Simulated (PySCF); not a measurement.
Spinor energies of Ne⁺ (neon, charge +1)

Start: [He] 2s2 2p5; 2p1/2 filled at m_j = -1/2, +1/2; 2p3/2 filled at m_j = -1/2, +1/2, +3/2. Calculated with PySCF 2.14 in x2c-SVPall-2c (3s2p1d, 14 functions): generalised Hartree-Fock with the X2C-1e Hamiltonian and a Gaussian nucleus; one run each with spin-orbit coupling (SO) switched off, then screened by Boettger's factors.

```csv
spinor shell,electrons,"ε, spin-free (eV)","ε, screened SO (eV)",weight of nominal j (screened SO),"rms radius, screened SO (bohr)"
1s1/2,2,-915.80,-915.79,1.000,0.183
2s1/2,2,-70.709,-70.705,1.000,0.956
2p1/2,2,-44.000,-44.002,0.659,1.00
2p3/2,3,-44.000,-44.003,0.772,1.00
```

```csv
quantity,spin-free,screened SO
E (hartree),-127.78213,-127.78338
M_J,3/2,3/2
⟨J²⟩,3.753,3.753
⟨L²⟩,2.001,2.001
⟨S²⟩,0.751,0.751
```

Each row is a mean over spinors that exchange with the open shell spreads, by up to 6.097 eV (2s1/2).

Rows whose weight is well below 1 are mixtures of j = l ± 1/2: exchange outweighs spin-orbit coupling there, and the label is only the starting occupation.

Without spin-orbit coupling the j labels of p, d and f shells carry no meaning; the spin-free column gives the mean over the occupied spinors of each nl shell.
